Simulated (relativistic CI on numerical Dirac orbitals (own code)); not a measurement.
# Radial parameters of Yb LXI

Method of calculation: Dirac-Coulomb-Breit CI, separate exchange-only KLI orbitals for each configuration, model QED (radiative potential, 1s self-energy scaled to tabulated hydrogen-like ionisation energies), unscaled Slater integrals (own radial code, finite nucleus).

Slater integrals F^k, G^k are unscaled and averaged over j, outside the closed core 1s2; ζ comes from projecting the Hamiltonian with its Breit term on Σ l·s of the shell.

- 2s²2p⁵3s: ζ(2p) = 5.7696e+06, G^1(2p,3s) = 139900 cm⁻¹; <r>(2p) = 0.07181, <r^2>(2p) = 0.006292, <r>(3s) = 0.1936, <r^2>(3s) = 0.04285 (bohr units).
- 2s²2p⁵3p: ζ(2p) = 5.7682e+06, F^2(2p,3p) = 367030, G^0(2p,3p) = 146910, G^2(2p,3p) = 160660, ζ(3p) = 1.5839e+06 cm⁻¹; <r>(2p) = 0.07184, <r^2>(2p) = 0.006298, <r>(3p) = 0.1883, <r^2>(3p) = 0.04109 (bohr units).
- 2s²2p⁵3d: ζ(2p) = 5.7727e+06, F^2(2p,3d) = 479380, G^1(2p,3d) = 454090, G^3(2p,3d) = 262690, ζ(3d) = 224120 cm⁻¹; <r>(2p) = 0.07184, <r^2>(2p) = 0.006299, <r>(3d) = 0.1653, <r^2>(3d) = 0.03141 (bohr units).

Averages of the first 10 configurations, taken without configuration mixing, which lowers the lowest level and can move excited configurations by several eV; other configurations of the list can lie among them:

```tsv
Configuration	Parity	States	Average energy above the lowest level (eV)
2s²2p⁶	even	1	0.3
2s²2p⁵3s	odd	12	7745.2
2s²2p⁵3p	even	36	8078.8
2s²2p⁵3d	odd	60	8375.1
2s2p⁶3s	even	4	8912.4
2s2p⁶3p	odd	12	9240.8
2s2p⁶3d	even	20	9536.8
2s²2p⁵4s	odd	12	10651.8
2s²2p⁵4p	even	36	10789.0
2s²2p⁵4d	odd	60	10906.8
```
